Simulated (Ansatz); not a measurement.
Consider the ligand exchange at a Ge–C bond: `N=[C](S)[GeH3]` + `O[SiH](F)S` → `O[SiH](F)[S][GeH3]` + `N=CS`.

Program: Ansatz. Geometries: PBE0-D4/def2-TZVP. ΔE: electronic, gas phase. CCSD(T)/CBS is the MP2 limit (def2-TZVPP, def2-QZVPP) plus CCSD(T) − MP2 in def2-TZVPP, frozen cores. This one scheme is used for every species. Functionals use def2-TZVPP. For Ge outer-core shells are correlated without core-valence functions, which leaves a few kJ/mol of doubt a bond. Scalar relativity is left out up to krypton. One conformer a species, not always the lowest.

```
        level  ΔE (kJ/mol)
          PBE        -64.3
HF/def2-TZVPP        -78.2
```

Q: What does CCSD(T)/CBS give? (Estimate.)

A: The calculation gave: -65.1 kJ/mol. The listed levels differ from it by 0.8, -13.1 kJ/mol.

Largest T1 diagnostic among the species: 0.014.

From PBE to PBE0 (25 % exact exchange), in def2-TZVPP and without D4, ΔE moves by −5.7 kJ/mol. In def2-TZVPP, CCSD(T) changes the Hartree–Fock value by +13.6 kJ/mol (the triples alone add +1.8 kJ/mol) and MP2 by +10.7 kJ/mol.
